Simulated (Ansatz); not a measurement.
A structure relaxed at r2SCAN-D4/def2-SVP in Ansatz, charge 0, singlet:

Cartesian coordinates in Å:
```
Sn -0.055 -0.067 -0.470
C -2.103 -0.509 -0.871
C -2.535 -1.051 -2.019
H -2.825 -0.281 -0.076
H -1.856 -1.300 -2.845
H -3.596 -1.273 -2.191
C 0.603 1.736 -1.428
C -0.249 2.509 -2.116
H 1.660 2.033 -1.361
H -1.314 2.260 -2.217
H 0.077 3.433 -2.613
C 1.215 -1.745 -0.887
C 0.707 -2.974 -1.051
H 2.300 -1.599 -0.976
H -0.369 -3.175 -0.975
H 1.344 -3.842 -1.268
O -0.099 0.259 1.511
C 1.073 0.630 2.199
C 0.732 0.847 3.661
H 1.860 -0.153 2.117
H 1.515 1.562 1.782
H 1.623 1.139 4.241
H -0.027 1.638 3.759
H 0.318 -0.077 4.093
```

Question: Give its formula, name or SMILES.

Answer: Sn(vinyl)3(OEt) (C₈H₁₄OSn).

Question: Summarise the bond lengths by kind (pairs closer than 1.2 times the sum of covalent radii, bridged metal pairs left out).

Answer: 4 × C–C 1.34 to 1.52 Å; 3 × C–Sn 2.13 to 2.15 Å; 1 × O–Sn 2.01 Å; 1 × C–O 1.41 Å; 14 × C–H 1.10 to 1.11 Å.

In the def2 sets Sn takes a core potential; there is no spin–orbit coupling.
